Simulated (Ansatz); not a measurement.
Saddle point of SiH3SF3, closed shell (SiHSF₃ ([F][Si]([F])([F])[SH]) + H₂ → SiHF₃ ([F][SiH]([F])[F]) + H₂S; bonds formed: Si1–H7, S2–H6; bonds broken: Si1–S2, H6–H7), PBE0-D4/def2-TZVP structure:

```json
{"atom": "Si1", "x (Å)": "-0.2684", "y (Å)": "0.2288", "z (Å)": "-0.5917"}
{"atom": "S2", "x (Å)": "0.9432", "y (Å)": "-1.2326", "z (Å)": "0.8486"}
{"atom": "F3", "x (Å)": "0.8445", "y (Å)": "0.0439", "z (Å)": "-1.7265"}
{"atom": "F4", "x (Å)": "-0.1312", "y (Å)": "1.8031", "z (Å)": "-0.4173"}
{"atom": "F5", "x (Å)": "-1.5019", "y (Å)": "-0.4130", "z (Å)": "-1.3531"}
{"atom": "H6", "x (Å)": "-0.3741", "y (Å)": "-0.4898", "z (Å)": "1.1777"}
{"atom": "H7", "x (Å)": "-1.1609", "y (Å)": "0.2309", "z (Å)": "0.7776"}
{"atom": "H8", "x (Å)": "1.6485", "y (Å)": "-0.1714", "z (Å)": "1.2847"}
```

Energies are electronic, without zero-point energy. Barriers and step energies count from the start structure reached by relaxing down the imaginary mode; all methods use the PBE0-D4 structures, on which another method's saddle can fall below an end. Ansatz 0.2.0; basis: def2-TZVPP, with def2-QZVPP for the basis limit; cores frozen in the correlated methods. B3LYP uses VWN-RPA correlation. Extrapolation: Hartree–Fock as exp(−7.88 √X), correlation as X^−2.97.

```
      method  barrier (eV)  step energy (eV)
       SPW92         1.707             0.256
      PBE-D4         2.099             0.307
     BLYP-D4             ?             0.250
   r2SCAN-D4             ?             0.324
      B97M-V         2.393             0.306
     PBE0-D4         2.304             0.279
    B3LYP-D4         2.485             0.224
  r2SCAN0-D4         2.416             0.292
    BHLYP-D4             ?             0.186
CAM-B3LYP-D4         2.537             0.184
     wB97X-V         2.550             0.242
     wB97M-V         2.510             0.256
      B2PLYP         2.561             0.220
    PBE-QIDH         2.499             0.271
  RPA on PBE         2.578             0.179
          HF         3.298             0.084
         MP2         2.605             0.286
        CCSD         2.716             0.180
     CCSD(T)         2.608             0.220
```

**Question.** Fill in the withheld barriers. (An estimate is asked for; the value comes from the calculation.)

**Answer.** Computed: r2SCAN-D4 2.277; BLYP-D4 2.352; BHLYP-D4 2.723 eV. Each is the energy of the saddle less that of the start structure, by the same method.

For comparison, the barrier by CCSD(T) at an estimated basis limit (MP2 extrapolated from triple and quadruple zeta, plus CCSD(T) − MP2 in triple zeta) is 2.588 eV.

T1 diagnostic: at most 0.013.

Labels in which every atom is bracketed show which atoms are joined, not bond orders.

For scale, one of the runs: CCSD(T)/def2-TZVPP, 219 basis functions, launched by `ansatz run in.yaml --threads 4 --pin off --events-out ev --progress --plain --max-ram 9574MiB`. Time: 110 s of wall clock on 4 CPU threads of an Arm Neoverse V2; the host was shared. Peak host memory: 3.4 GiB.
